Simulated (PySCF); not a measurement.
All values below come from PBE-D3(BJ)/def2-TZVP // B3LYP-D3(BJ)/def2-TZVP in PySCF. Isolated molecules, 0 K electronic values unless said otherwise. Excitations are Tamm–Dancoff values on a coarser integration grid. The basis has no diffuse functions, so Rydberg states are missing or too high.

Reference species (SMILES): `[Br][Al]([Br])[Br]` (neutral, multiplicity 1).

| Property | Result |
|---|---|
| S1–T1 gap (TDA) | 0.24 eV |
| LUMO | -2.45 eV |
| S1 excitation (TDA) | 5.04 eV |

Changed species: `[SiH3][Al]([SiH3])[SiH3]` (3 of 3 Br replaced by SiH3; the reference has 0 of 3 Br replaced by SiH3).

**Question.** What does the change do to the S1–T1 gap (TDA), LUMO and S1 excitation (TDA)?

**Answer.** the S1–T1 gap (TDA) increases by 0.26 eV, to 0.50 eV; the LUMO drops by 0.91 eV, to -3.36 eV; the S1 excitation (TDA) drops by 1.92 eV, to 3.12 eV.
